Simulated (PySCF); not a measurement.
An unknown gives this computed stick spectrum. Theory: PySCF, TDDFT CAM-B3LYP/def2-SVPD, vertical, gas phase, core orbitals frozen in the response. Geometries: GFN2-xTB, one conformer each.

```json
{"state": "S1", "λ (nm)": "173.6", "f": "0.250"}
{"state": "S2", "λ (nm)": "171.6", "f": "0.017"}
{"state": "S3", "λ (nm)": "154.1", "f": "0.0057"}
{"state": "S4", "λ (nm)": "152.2", "f": "0.016"}
{"state": "S5", "λ (nm)": "145.9", "f": "0.017"}
{"state": "S6", "λ (nm)": "145.5", "f": "0.0006"}
{"state": "S7", "λ (nm)": "139.8", "f": "0.013"}
{"state": "S8", "λ (nm)": "138.1", "f": "0.0022"}
```

Triplets computed (Tamm–Dancoff): 4.39, 7.10, 7.94 eV.

Question: Which structure fits? All have the formula C6H7F3.
A. `FC(F)(F)[C@H]1C=CCC1`
B. `C=C/C=C\CC(F)(F)F`
C. `C=C(/C=C\F)CC(F)F`

Answer: A. Its S1, at 7.14 eV, is the highest among the candidates; the nearest of the others has S1 at 5.86 eV. S1 is HOMO→LUMO (94%). Löwdin shares by element: HOMO carbon 79% or more (atoms not listed hold the other 21%); LUMO carbon 68% or more (atoms not listed hold the other 32%). At the same level the other candidates give, for their lowest levels:
- `C=C/C=C\CC(F)(F)F`: 212 nm (f 0.784); 181 nm (f 0.001); 176 nm (f 0.013); 169 nm (f 0.001); 167 nm (f 0.017); T1 3.21 eV; HOMO -8.30, LUMO -0.09 eV
- `C=C(/C=C\F)CC(F)F`: 211 nm (f 0.569); 190 nm (f 0.004); 168 nm (f 0.034); 166 nm (f 0.002); 163 nm (f 0.017); T1 3.23 eV; HOMO -8.36, LUMO -0.12 eV
